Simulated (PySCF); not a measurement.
CH₃FO₃Si, SMILES O=CO[Si@@H](O)F.

Geometry: ωB97X-D3(BJ)/def2-SVP. The structure was generated by enumeration; whether it is a known compound was not checked. The values are those of a single conformer.

Computed with PySCF with TDDFT-PBE/def2-SVPD.

Vertical excitations. The molecule is in vacuum.

Computed excitation energies, oscillator strengths and character:
| state | energy (eV) | λ (nm) | f | main pairs |
|---|---|---|---|---|
| S1 | 5.47 | 227 | 0.001 | HOMO→LUMO 100 % |
| S2 | 6.38 | 194 | 0.006 | HOMO−1→LUMO 92 % |
| S3 | 6.91 | 179 | 0.000 | HOMO−3→LUMO 99 % |
| S4 | 7.09 | 175 | 0.006 | HOMO→LUMO+1 98 % |
| S5 | 7.41 | 167 | 0.007 | HOMO−4→LUMO 65 %, HOMO→LUMO+2 17 %, HOMO−2→LUMO 14 % |
| S6 | 7.48 | 166 | 0.001 | HOMO→LUMO+2 48 %, HOMO−4→LUMO 33 %, HOMO−2→LUMO 14 % |
| S7 | 7.59 | 163 | 0.003 | HOMO→LUMO+3 89 % |
| S8 | 7.78 | 159 | 0.056 | HOMO→LUMO+4 56 %, HOMO−2→LUMO 19 %, HOMO→LUMO+2 10 % |
| S9 | 7.98 | 155 | 0.190 | HOMO→LUMO+4 43 %, HOMO−2→LUMO 21 %, HOMO→LUMO+2 14 %, HOMO−5→LUMO 7 % |
| S10 | 8.21 | 151 | 0.023 | HOMO−1→LUMO+1 93 % |
| T1 | 4.94 | 251 | 0 | HOMO→LUMO 100 % |
| T2 | 5.92 | 209 | 0 | HOMO−2→LUMO 63 %, HOMO−1→LUMO 34 % |
| T3 | 6.29 | 197 | 0 | HOMO−1→LUMO 65 %, HOMO−2→LUMO 34 % |
| T4 | 6.74 | 184 | 0 | HOMO−3→LUMO 98 % |
Triplets are in the Tamm–Dancoff approximation, which puts them higher than full response would, so one can lie above its singlet here.
